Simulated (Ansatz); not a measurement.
Calculated with Ansatz (gas phase, PBE0-D4/def2-TZVP geometries, no zero-point term in ΔE). CCSD(T)/CBS adds triple-zeta CCSD(T) − MP2 to the extrapolated MP2 energy (def2 sets, frozen cores). Functionals use def2-TZVPP. HSE06 is defined as in plane-wave codes. def2 core potentials past Kr. For Sn outer-core shells are correlated without core-valence functions, which leaves a few kJ/mol of doubt a bond. One conformer a species, not always the lowest.

Consider the cleavage of the Si–Sn bond: `[F][SnH]([F])[SiH3]` + `CBN[SiH3]` → `CBN([SiH3])[SiH3]` + `[F][SnH2][F]`.

| level | ΔE (kJ/mol) |
| --- | --- |
| BLYP-D4 | 5.6 |
| HSE06-D4 | 7.0 |

(1) What does CCSD(T)/CBS give? (Estimate.)

Largest T1 diagnostic among the species: 0.014.

Answers

(1) Ansatz gave: -2.7 kJ/mol. The listed levels differ from it by 8.3, 9.7 kJ/mol.

From PBE to PBE0 (25 % exact exchange), in def2-TZVPP and without D4, ΔE moves by −7.2 kJ/mol. The D4 term adds −7.8 kJ/mol with B3LYP and −4.3 kJ/mol with PBE0; it sums over pairs of atoms, weighted by their polarisabilities, and B3LYP, whose exchange is more repulsive, gets the larger term.

B3LYP here is the variant with VWN-RPA as its local correlation; programs differ in this.
